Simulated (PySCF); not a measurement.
Isomers of C4H13NSi.

All values: PBE0/pcSseg-1 (PySCF) at PBE0-D3(BJ)/def2-SVP geometries, gas phase, one conformer each.

Task: Rank by the highest IAO charge on any atom, lowest value first.
A. `CN(C)[SiH](C)C` (SiHMe2(NMe2))
B. `[CH3:1][CH2:2][CH2:3][N:4]([CH3:5])[SiH3:6]` with C1–C2–C3–N4 -59°, C2–C3–N4–C5 -71°
C. SiH2Me(NMeEt), `[H][Si]([H])(C)N(C)CC`

Result: B (+0.718 e), C (+0.878 e), A (+1.042 e).

Task: Rank by the lowest Hirshfeld charge on any atom, highest value first.
A. `[CH3:1][CH2:2][CH2:3][N:4]([CH3:5])[SiH3:6]` with C1–C2–C3–N4 -59°, C2–C3–N4–C5 -71°
B. SiH2Me(NHiPr) (`C[SiH2]NC(C)C`)
C. SiHMe2(NMe2), `[H][Si](C)(C)N(C)C`
D. SiH2Me(NMeEt) (`CCN(C)[SiH2]C`)

Result: A (-0.167 e), D (-0.212 e), C (-0.223 e), B (-0.243 e).

Task: Rank by the highest Hirshfeld charge on any atom, lowest value first.
A. SiHMe2(NMe2), `[SiH](C)(C)N(C)C`
B. `[CH3:1][CH2:2][CH2:3][N:4]([CH3:5])[SiH3:6]` with C1–C2–C3–N4 -59°, C2–C3–N4–C5 -71°
C. `[H][Si]([H])(C)N(C)CC` (SiH2Me(NMeEt))

Result: B (+0.337 e), C (+0.362 e), A (+0.397 e).

All values together:

```tsv
SMILES	μ (D)	HOMO (eV)	LUMO (eV)	lowest IAO charge (e)	highest IAO charge (e)	lowest Hirshfeld charge (e)	highest Hirshfeld charge (e)
[H][Si]([H])(C)N(C)CC	0.85	-6.17	1.30	-0.721 (C)	+0.878 (Si)	-0.212 (C)	+0.362 (Si)
[H][Si]([H])(C)NC(C)C	1.14	-6.54	1.11	-0.715 (C)	+0.878 (Si)	-0.243 (N)	+0.358 (Si)
CCCN(C)[SiH3]	0.98	-6.28	0.75	-0.507 (N)	+0.718 (Si)	-0.167 (N)	+0.337 (Si)
[H][Si](C)(C)N(C)C	0.71	-6.03	1.22	-0.740 (C)	+1.042 (Si)	-0.223 (C)	+0.397 (Si)
```

Conformers: `[H][Si]([H])(C)N(C)CC`; `[H][Si]([H])(C)NC(C)C`; `[CH3:1][CH2:2][CH2:3][N:4]([CH3:5])[SiH3:6]` with C1–C2–C3–N4 -59°, C2–C3–N4–C5 -71°; `[H][Si](C)(C)N(C)C`.
